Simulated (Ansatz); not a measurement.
A nudged elastic band was laid between two geometries of CH$_{9}$AlN$_{2}$O (14 atoms, charge 0, multiplicity 1).

These are results of Ansatz 0.2.0, RKS PBE-D4/6-31G*, not measurements.

| Quantity | Value |
| --- | --- |
| movable images | 7 |
| climbing image | yes |
| spring | 5.0 eV/Å² |
| optimiser | quadratic models (default) |
| start path | through a guess of the saddle point |
| force threshold | 0.03 eV/Å |
| iteration limit | 60 |
| end points | relaxed |

Initial state:

```xyz
14
Properties=species:S:1:pos:R:3
Al -0.276 -1.079 -0.221
H 0.558 -2.372 -0.723
N -1.584 -0.182 -1.140
N -0.373 -0.943 1.600
H 2.028 -0.163 -0.263
O 1.215 0.231 -0.647
C 1.011 1.550 -0.058
H -1.581 -0.186 -2.162
H -2.553 -0.291 -0.833
H -1.076 -0.368 2.068
H -0.198 -1.769 2.174
H 1.839 2.214 -0.356
H 0.057 1.896 -0.477
H 0.932 1.462 1.038
```

Final state:

```xyz
14
Properties=species:S:1:pos:R:3
Al -0.878 -0.195 0.001
H 2.336 -1.538 -1.307
N -2.147 -0.688 -1.151
N -0.917 -0.659 1.728
H 1.813 -1.003 -1.218
O 0.387 0.812 -0.612
C 1.352 1.531 0.130
H -2.196 -0.343 -2.108
H -2.807 -1.450 -1.010
H -1.699 -1.124 2.186
H -0.135 -0.562 2.374
H 2.353 1.068 0.017
H 1.416 2.571 -0.247
H 1.123 1.581 1.216
```

Problem. What changes between the two ends?

Solution. Bonds broken: Al1–H2, H5–O6. Bonds formed: H2–H5. CH9AlN2O becomes CH7AlN2O + H2.

Problem. What energy profile does the band end with?

Solution. The forces met the threshold. The highest image is number 3 of 0 to 8, 0.58 eV above the first end and 0.91 eV above the last; the last end lies 0.33 eV below the first. A vibrational analysis at the climbing image gives one clearly imaginary mode, 1043i cm⁻¹: a first-order saddle point. Another band between the same ends, with other settings, climbed to 0.34 eV only, so this may not be the lowest route. The orbitals stay closed-shell, which can raise the energy where a bond breaks towards radicals; this wasn't checked here.

```csv
image,path coordinate (Å),energy (eV),Al1–H2 (Å),H5–O6 (Å),H2–H5 (Å)
0,0.00,0.00,1.62,0.98,2.69
1,1.73,0.08,1.63,0.98,2.35
2,3.47,0.09,1.63,0.98,2.46
3,5.20,0.58,1.81,1.24,1.08
4,6.12,-0.17,2.47,2.07,0.76
5,7.04,-0.30,3.15,2.41,0.75
6,7.97,-0.32,3.59,2.48,0.75
7,8.89,-0.32,3.68,2.44,0.75
8,9.81,-0.33,3.72,2.39,0.75
```

Problem. What is the geometry of the highest image?

Solution. 
```xyz
14
Properties=species:S:1:pos:R:3
Al -0.499 -0.613 -0.224
H 0.967 -1.373 -0.973
N -1.864 -1.068 -1.291
N -0.734 -0.580 1.559
H 1.154 -0.306 -0.998
O 0.672 0.803 -0.729
C 1.421 1.537 0.251
H -1.751 -1.388 -2.251
H -2.828 -0.786 -1.123
H -1.282 -1.298 2.032
H -0.103 -0.138 2.225
H 2.128 2.211 -0.260
H 0.727 2.139 0.861
H 1.992 0.862 0.920
```

The band took 26 iterations and about 15 core-minutes.

Time of the run: 7.6 min on 2 threads of Arm Neoverse V1, on a shared host, peak memory 0.15 GiB.
